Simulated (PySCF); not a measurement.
## Telling isomers of C7H11FN2 apart by NMR

PySCF 2.14.0 with density-fitted response routines calculation with geometry from GFN2-xTB and shielding tensors at PBE0/pcSseg-1 (GIAO); one conformer, fast rotation and ring inversion assumed for equivalent nuclei, no relativistic terms, gas phase.

Shifts are taken against calculated references (same method and geometry level): TMS for $^{1}$H and $^{13}$C. Splittings of carbon signals by F and P are missing where no couplings were computed. Where no couplings were computed, multiplicities follow the n + 1 count of equivalent neighbours, and m marks all less simple cases (inequivalent or close neighbours, rings, F or P nearby). Shifts are as computed. Against solution values, carbons near 30 ppm lie about +3 ppm off and those near 130 ppm about +5 ppm. Of 1211 compounds with measured shifts, 218 miss one by over three times the rms of a fit or turn the order of signals round; such compounds aren't used in these exercises.

(1) Tabulate the signals of `C/N=C\C1=C(F)N(C)CC1`, `CC1=NN(C2CC2)C[C@@H]1F`, `CCc1cc(F)nn1CC` and their relative energies.

(2) What is the quickest way to tell C/N=C\C1=C(F)N(C)CC1 from CC1=NN(C2CC2)C[C@@H]1F?

(3) What is the quickest way to tell C/N=C\C1=C(F)N(C)CC1 from CCc1cc(F)nn1CC?

(4) What is the quickest way to tell CC1=NN(C2CC2)C[C@@H]1F from CCc1cc(F)nn1CC?

## Answers

(1) 
| SMILES | carbon types | δC | δH | E rel. (kcal/mol) |
| --- | --- | --- | --- | --- |
| C/N=C\C1=C(F)N(C)CC1 | 2×C 1×CH 2×CH2 2×CH3 | 171.8, 153.6, 89.8, 52.0, 40.1, 33.2, 28.7 | 7.91 (m, 1H), 3.64 (s, 3H), 3.25 (m, 2H), 3.19 (m, 2H), 2.75 (s, 3H) | 24.0 |
| CC1=NN(C2CC2)C[C@@H]1F | 1×C 2×CH 3×CH2 1×CH3 | 143.5, 100.5, 61.1, 35.8, 15.0, 10.2, 8.7 | 5.71 (m, 1H), 3.88 (m, 1H), 3.21 (m, 1H), 2.20 (s, 3H), 2.12 (m, 1H), 1.02 (m, 1H), 0.75 (m, 1H), 0.55 (m, 1H), 0.48 (m, 1H) | 34.6 |
| CCc1cc(F)nn1CC | 2×C 1×CH 2×CH2 2×CH3 | 172.3, 147.8, 94.8, 46.7, 23.5, 18.9, 18.7 | 5.64 (m, 1H), 4.03 (q, 2H), 2.65 (q, 2H), 1.32 (t, 3H), 1.20 (t, 3H) | 0.0 |

Energies are electronic energies at PBE0/pcSseg-1 on these geometries, without zero-point or thermal terms, each for the one conformer computed, which needn't be the lowest.

(2) Both give the same number of carbon signals, but DEPT or the intensities differ. The first has a β carbon of an enol-ether or enamine type C=C (C) at 89.8 ppm, the second a three-membered-ring carbon (CH) at 35.8 ppm. Their most deshielded carbons lie at 171.8 and 143.5 ppm. In the proton spectra the most deshielded non-exchanging signals are 7.91 (m, 1H) and 5.71 (m, 1H).

(3) Both give the same number of carbon signals, with the same numbers of each carbon type, so the positions decide. The first has a C=N carbon (CH) at 153.6 ppm, the second an aromatic CH at 94.8 ppm. Their most deshielded carbons lie at 171.8 and 172.3 ppm. In the proton spectra the most deshielded non-exchanging signals are 7.91 (m, 1H) and 5.64 (m, 1H).

(4) Both give the same number of carbon signals, but DEPT or the intensities differ. The first has a three-membered-ring carbon (CH) at 35.8 ppm, the second an aromatic carbon bearing fluorine (C) at 172.3 ppm. Their most deshielded carbons lie at 143.5 and 172.3 ppm.
